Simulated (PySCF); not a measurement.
**TPSS on Mg²⁺ (magnesium, charge +2)**

Configuration: [Ne], closed-shell 1S. All numbers are calculated (PySCF 2.14, no relativity, point nucleus, in def2-SVP (4s3p1d, 18 functions)).

- Total energy: -199.1820 hartree
- One-electron energy: -270.6510 hartree
- Hartree (Coulomb) energy: 87.5128 hartree
- Exchange-correlation energy: -16.0438 hartree
- Kinetic energy: 198.11533 hartree
- ⟨S²⟩: 0.0000
- ⟨L²⟩: 0.000
- Sum of ⟨r⟩: 5.770 bohr
- Sum of ⟨r²⟩: 4.805 bohr²
- Density at the nucleus (Gaussians lack the cusp): 986 bohr⁻³
- Langevin diamagnetic susceptibility: -3.81 ×10⁻⁶ cm³/mol
- Time after the integrals: 0.2 s of wall time on 1 thread of Intel(R) Xeon(R) Platinum 8375C CPU @ 2.90GHz (shared host)

```tsv
shell	electrons	mean orbital energy (eV)	rms radius, mean of both spins (bohr)
1s	2	-1284.9	0.152
2s	2	-101.21	0.759
2p	6	-67.559	0.775
```
